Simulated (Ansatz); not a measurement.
Consider the cleavage of the Si–Al bond: `[NH2][AlH][SiH2]O` + `O[SiH]1C=C1` → `O[SiH2]O[SiH]1C=C1` + `[NH2][AlH2]`.

Program: Ansatz. Geometries: PBE0-D4/def2-TZVP. ΔE: electronic, gas phase. CCSD(T)/CBS adds triple-zeta CCSD(T) − MP2 to the extrapolated MP2 energy (def2 sets, frozen cores). This one scheme is used for every species. DFT in def2-TZVPP. One conformer a species, not always the lowest.

```json
{"level": "PBE-D4", "ΔE (kJ/mol)": "-107.4"}
{"level": "r2SCAN-D4", "ΔE (kJ/mol)": "-130.4"}
{"level": "ωB97M-V", "ΔE (kJ/mol)": "-139.9"}
{"level": "PBE0", "ΔE (kJ/mol)": "-116.2"}
{"level": "HF/def2-TZVPP", "ΔE (kJ/mol)": "-160.0"}
{"level": "CCSD(T)/def2-TZVPP", "ΔE (kJ/mol)": "-135.7"}
{"level": "SCS-MP2/def2-QZVPP", "ΔE (kJ/mol)": "-147.0"}
{"level": "HF/CBS(def2)", "ΔE (kJ/mol)": "-163.0"}
```

What does CCSD(T)/CBS give? (An estimate is asked.)

Ansatz gave: -135.7 kJ/mol. The listed levels differ from it by 28.3, 5.3, -4.2, 19.5, -24.3, 0.0, -11.3, -27.3 kJ/mol.

Largest T1 diagnostic among the species: 0.012.

In def2-TZVPP, CCSD(T) changes the Hartree–Fock value by +24.3 kJ/mol (the triples alone add +3.3 kJ/mol) and MP2 by +16.1 kJ/mol. From PBE to PBE0 (25 % exact exchange), in def2-TZVPP and without D4, ΔE moves by −10.6 kJ/mol.
